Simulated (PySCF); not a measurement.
PySCF input for C₂H₇O, SMILES CC[OH2+], charge +1, B3LYP-D3(BJ)/def2-TZVP. Geometry optimised at B3LYP-D3(BJ)/def2-TZVP. The isomer is the one that the SMILES or the coordinates give; other isomers of the formula were not compared.

```python
import numpy as np
from pyscf import gto, scf, dft, df
from pyscf.hessian import thermo

mol = gto.M(
    atom='''
    C    -0.30400730   -1.26213878   -0.00000000
    C     0.62205693   -0.08944182    0.00000000
    O    -0.17377549    1.25647197   -0.00000000
    H     0.31965735   -2.16074703   -0.00000000
    H    -0.92695424   -1.30009880   -0.89437145
    H    -0.92695423   -1.30009879    0.89437147
    H     1.23037578    0.02425456    0.89253944
    H     1.23037578    0.02425456   -0.89253945
    H    -0.72229714    1.38507167   -0.79680193
    H    -0.72229715    1.38507167    0.79680193
    ''',
    basis='def2-TZVP',
    charge=1,
    spin=0,
    max_memory=1600,
    verbose=3,
)
mf = dft.RKS(mol, xc='b3lyp').density_fit(auxbasis='def2-universal-jkfit')
mf.disp = 'd3bj'
mf.grids.level = 3
mf.conv_tol = 1e-11
mf.max_cycle = 100
mf.kernel()

# [left out here: the lines that compute and print the analytic Hessian (its translational invariance restored by hand, since the grid's response is missing), thermochemistry and intensities]
```

It prints:

```
converged SCF energy = -155.424734469905

WARN: DFTD3 does not support analytical Hessian, using finite difference


WARN: Mole.unit (angstrom) is changed to Bohr

Mode                                 0                   1                   2
Irrep
Freq [cm^-1]                      176.1473            264.0282            368.3671
Reduced mass [au]                   1.0520              1.1095              2.2033
Force const [Dyne/A]                0.0192              0.0456              0.1761
Char temp [K]                     253.4367            379.8778            529.9982
Normal mode                   x     y     z       x     y     z       x     y     z
       0   C                -0.00  0.00  0.03    0.00  0.00  0.00    0.03 -0.13  0.00
       1   C                 0.00  0.00 -0.03    0.00 -0.00 -0.07   -0.10 -0.02 -0.00
       2   O                -0.00 -0.00  0.03    0.00 -0.00  0.05    0.04  0.12  0.00
       3   H                -0.00  0.00 -0.05    0.00  0.00  0.59    0.25  0.02  0.00
       4   H                -0.11  0.02  0.11    0.31 -0.33 -0.20    0.05 -0.28 -0.00
       5   H                 0.11 -0.02  0.11   -0.31  0.33 -0.20    0.05 -0.28  0.00
       6   H                 0.06 -0.00 -0.08    0.07 -0.02 -0.12   -0.10 -0.02 -0.00
       7   H                -0.06  0.00 -0.08   -0.07  0.02 -0.12   -0.10 -0.02  0.00
       8   H                 0.50  0.35 -0.25    0.02  0.11  0.05    0.09  0.27 -0.01
       9   H                -0.50 -0.35 -0.25   -0.02 -0.11  0.05    0.09  0.27  0.01
Mode                                 3                   4                   5
Irrep
Freq [cm^-1]                      642.7672            711.4826            798.9087
Reduced mass [au]                   4.7225              1.2998              1.0670
Force const [Dyne/A]                1.1495              0.3877              0.4012
Char temp [K]                     924.7989           1023.6650           1149.4518
Normal mode                   x     y     z       x     y     z       x     y     z
       0   C                 0.01  0.03 -0.00    0.02  0.01 -0.00   -0.00 -0.00  0.02
       1   C                -0.12  0.14  0.00    0.06 -0.06  0.00    0.00  0.00  0.07
       2   O                 0.06 -0.15  0.00   -0.08 -0.05  0.00    0.00  0.00  0.00
       3   H                 0.14  0.13  0.00   -0.14 -0.10 -0.00   -0.00 -0.00 -0.13
       4   H                 0.01 -0.05  0.00    0.01  0.14  0.01    0.25  0.23 -0.17
       5   H                 0.01 -0.05 -0.00    0.01  0.14 -0.01   -0.25 -0.23 -0.17
       6   H                -0.06  0.04 -0.03    0.03  0.03  0.01    0.43  0.12 -0.25
       7   H                -0.06  0.04  0.03    0.03  0.03 -0.01   -0.43 -0.12 -0.25
       8   H                 0.18  0.12 -0.04    0.18  0.55 -0.07    0.09 -0.19 -0.09
       9   H                 0.18  0.12  0.04    0.18  0.55  0.07   -0.09  0.19 -0.09
Mode                                 6                   7                   8
Irrep
Freq [cm^-1]                      915.4072            950.8211           1118.7391
Reduced mass [au]                   1.0614              1.8911              2.1984
Force const [Dyne/A]                0.5240              1.0073              1.6211
Char temp [K]                    1317.0672           1368.0199           1609.6165
Normal mode                   x     y     z       x     y     z       x     y     z
       0   C                 0.00  0.00  0.05    0.01  0.16  0.00   -0.15 -0.03  0.00
       1   C                -0.00 -0.00  0.01   -0.02 -0.13  0.00    0.14  0.07 -0.00
       2   O                 0.00 -0.00 -0.04   -0.02 -0.01  0.00   -0.03 -0.02 -0.00
       3   H                -0.00 -0.00 -0.13    0.40  0.41 -0.00    0.19  0.19 -0.00
       4   H                 0.17  0.19 -0.09    0.11 -0.13 -0.05   -0.07 -0.35 -0.04
       5   H                -0.17 -0.19 -0.09    0.11 -0.13  0.05   -0.07 -0.35  0.04
       6   H                -0.06  0.29  0.01   -0.04 -0.22  0.02    0.17  0.06 -0.01
       7   H                 0.06 -0.29  0.01   -0.04 -0.22 -0.02    0.17  0.06  0.01
       8   H                -0.20  0.48  0.17   -0.01  0.03  0.00    0.04  0.05 -0.03
       9   H                 0.20 -0.48  0.17   -0.01  0.03 -0.00    0.04  0.05  0.03
Mode                                 9                  10                  11
Irrep
Freq [cm^-1]                     1224.3041           1315.3437           1382.0835
Reduced mass [au]                   1.5961              1.0845              1.1867
Force const [Dyne/A]                1.4096              1.1055              1.3356
Char temp [K]                    1761.5010           1892.4867           1988.5104
Normal mode                   x     y     z       x     y     z       x     y     z
       0   C                 0.00 -0.00  0.11   -0.00  0.00  0.05   -0.04  0.02  0.00
       1   C                -0.00  0.00 -0.14    0.00 -0.00  0.02   -0.01 -0.10 -0.00
       2   O                -0.00  0.00  0.04    0.00 -0.00 -0.05    0.04 -0.02  0.00
       3   H                -0.00 -0.00 -0.25   -0.00 -0.00 -0.01    0.03  0.06 -0.00
       4   H                 0.27  0.17 -0.09    0.11  0.13 -0.03    0.13 -0.02 -0.11
       5   H                -0.27 -0.17 -0.09   -0.11 -0.13 -0.03    0.13 -0.02  0.11
       6   H                -0.31 -0.04  0.07    0.12 -0.61  0.02   -0.11  0.61 -0.03
       7   H                 0.31  0.04  0.07   -0.12  0.61  0.02   -0.11  0.61  0.03
       8   H                 0.10 -0.20 -0.05   -0.09  0.18  0.03   -0.03 -0.01  0.05
       9   H                -0.10  0.20 -0.05    0.09 -0.18  0.03   -0.03 -0.01 -0.05
Mode                                12                  13                  14
Irrep
Freq [cm^-1]                     1421.0031           1477.1124           1493.0576
Reduced mass [au]                   1.1868              1.0378              1.1042
Force const [Dyne/A]                1.4119              1.3342              1.4503
Char temp [K]                    2044.5071           2125.2358           2148.1774
Normal mode                   x     y     z       x     y     z       x     y     z
       0   C                -0.05 -0.11  0.00    0.00  0.00 -0.04   -0.06 -0.03 -0.00
       1   C                 0.01  0.00  0.00   -0.00 -0.00 -0.03    0.03  0.05 -0.00
       2   O                -0.00  0.00 -0.00   -0.00  0.00  0.01   -0.00 -0.00  0.00
       3   H                 0.54  0.31  0.00   -0.00 -0.00  0.66   -0.11 -0.07  0.00
       4   H                -0.04  0.46 -0.02   -0.11  0.49  0.04    0.47  0.07 -0.36
       5   H                -0.04  0.46  0.02    0.11 -0.49  0.04    0.47  0.07  0.36
       6   H                 0.06  0.00 -0.03   -0.07  0.02  0.01   -0.19 -0.15  0.17
       7   H                 0.06  0.00  0.03    0.07 -0.02  0.01   -0.19 -0.15 -0.17
       8   H                -0.00 -0.01 -0.00    0.01 -0.04 -0.01   -0.00  0.01  0.00
       9   H                -0.00 -0.01  0.00   -0.01  0.04 -0.01   -0.00  0.01 -0.00
Mode                                15                  16                  17
Irrep
Freq [cm^-1]                     1501.4050           1663.8084           3040.1694
Reduced mass [au]                   1.0941              1.0779              1.0367
Force const [Dyne/A]                1.4532              1.7581              5.6454
Char temp [K]                    2160.1875           2393.8498           4374.1268
Normal mode                   x     y     z       x     y     z       x     y     z
       0   C                -0.02  0.01  0.00    0.00  0.00 -0.00    0.02  0.05  0.00
       1   C                -0.08 -0.01  0.00   -0.01 -0.02  0.00   -0.00  0.00 -0.00
       2   O                -0.01  0.01 -0.00   -0.05  0.04 -0.00    0.00 -0.00 -0.00
       3   H                -0.10 -0.05 -0.00   -0.00 -0.00 -0.00    0.37 -0.53  0.00
       4   H                 0.22  0.00 -0.16    0.01  0.01 -0.01   -0.30 -0.01 -0.43
       5   H                 0.22  0.00  0.16    0.01  0.01  0.01   -0.30 -0.01  0.43
       6   H                 0.49 -0.02 -0.37   -0.05  0.06  0.01    0.01  0.00  0.01
       7   H                 0.49 -0.02  0.37   -0.05  0.06 -0.01    0.01  0.00 -0.01
       8   H                 0.01 -0.00 -0.02    0.49 -0.26 -0.39   -0.00  0.00 -0.00
       9   H                 0.01 -0.00  0.02    0.49 -0.26  0.39   -0.00  0.00  0.00
Mode                                18                  19                  20
Irrep
Freq [cm^-1]                     3100.8124           3123.2141           3123.4972
Reduced mass [au]                   1.0972              1.1067              1.0604
Force const [Dyne/A]                6.2159              6.3602              6.0955
Char temp [K]                    4461.3787           4493.6097           4494.0171
Normal mode                   x     y     z       x     y     z       x     y     z
       0   C                 0.07 -0.04  0.00    0.00 -0.00 -0.09   -0.02  0.01 -0.00
       1   C                -0.01 -0.01 -0.00    0.00  0.00  0.02   -0.06 -0.01  0.00
       2   O                -0.00  0.00  0.00   -0.00 -0.00 -0.00    0.00  0.00 -0.00
       3   H                -0.39  0.57  0.00   -0.00  0.00 -0.02    0.08 -0.13 -0.00
       4   H                -0.24 -0.02 -0.36    0.38  0.02  0.54    0.07  0.01  0.10
       5   H                -0.24 -0.02  0.36   -0.38 -0.02  0.54    0.07  0.01 -0.10
       6   H                 0.09  0.02  0.14   -0.06 -0.01 -0.10    0.36  0.07  0.55
       7   H                 0.09  0.02 -0.14    0.06  0.01 -0.10    0.36  0.07 -0.55
       8   H                -0.00  0.00 -0.00    0.00 -0.00  0.00   -0.00 -0.00 -0.01
       9   H                -0.00  0.00  0.00   -0.00  0.00  0.00   -0.00 -0.00  0.01
Mode                                21                  22                  23
Irrep
Freq [cm^-1]                     3191.0335           3629.6117           3711.0102
Reduced mass [au]                   1.1161              1.0419              1.0889
Force const [Dyne/A]                6.6960              8.0869              8.8357
Char temp [K]                    4591.1867           5222.2031           5339.3175
Normal mode                   x     y     z       x     y     z       x     y     z
       0   C                 0.00 -0.00 -0.02    0.00 -0.00 -0.00   -0.00 -0.00  0.00
       1   C                 0.00  0.00 -0.09   -0.00  0.00 -0.00   -0.00 -0.00 -0.00
       2   O                -0.00  0.00  0.00   -0.04  0.01  0.00   -0.00  0.00 -0.07
       3   H                -0.00  0.00 -0.00   -0.00 -0.00 -0.00   -0.00  0.00 -0.00
       4   H                 0.07  0.01  0.09   -0.00  0.00 -0.00   -0.00 -0.00 -0.00
       5   H                -0.07 -0.01  0.09   -0.00  0.00  0.00    0.00  0.00 -0.00
       6   H                 0.36  0.08  0.54    0.01 -0.00  0.01    0.01 -0.00  0.01
       7   H                -0.36 -0.08  0.54    0.01 -0.00 -0.01   -0.01  0.00  0.01
       8   H                -0.00 -0.01 -0.01    0.36 -0.10  0.58    0.38 -0.08  0.55
       9   H                 0.00  0.01 -0.01    0.36 -0.10 -0.58   -0.38  0.08  0.55
temperature 298.1500 [K]
pressure 101325.00 [Pa]
Rotational constants [GHz] 30.31356 8.29961 7.37064
Symmetry number 1
Zero-point energy (ZPE) 0.09191 [Eh]   241311.515 [J/mol]
                           tot       elec      trans        rot        vib
Entropy [J/mol/K]       278.513      0.000    156.784     94.878     26.851
Cv [J/mol/K]             64.877      0.000     12.472     12.472     39.934
Cp [J/mol/K]             73.192      0.000     20.786     12.472     39.934
Internal energy [J/mol]                      3718.434   3718.434 246324.396
Internal energy [Eh]   -155.32808  -155.42473
Enthalpy [J/mol]                             6197.391   3718.434 246324.396
Enthalpy [Eh]          -155.32714
Gibbs free energy [J/mol]                  -40547.784 -24569.365 238318.690
Gibbs free energy [Eh] -155.35877
mode   freq/cm-1   IR/(km/mol)
   1      176.15        58.646
   2      264.03         0.000
   3      368.37        11.761
   4      642.77       200.960
   5      711.48       181.840
   6      798.91         5.123
   7      915.41         0.291
   8      950.82        30.349
   9     1118.74        20.390
  10     1224.30         3.754
  11     1315.34         4.932
  12     1382.08        13.636
  13     1421.00        17.886
  14     1477.11        16.011
  15     1493.06         1.501
  16     1501.41        12.136
  17     1663.81       108.745
  18     3040.17         6.381
  19     3100.81         2.053
  20     3123.21         2.019
  21     3123.50         0.693
  22     3191.03         0.531
  23     3629.61       159.329
  24     3711.01       255.603
max |gradient| / (hartree/bohr): 5.1584940040678016e-05
APT charges: [-0.0817  0.6006 -0.5377  0.089   0.0408  0.0408  0.049   0.049   0.375
  0.375 ]
```

Self-consistency was reached.
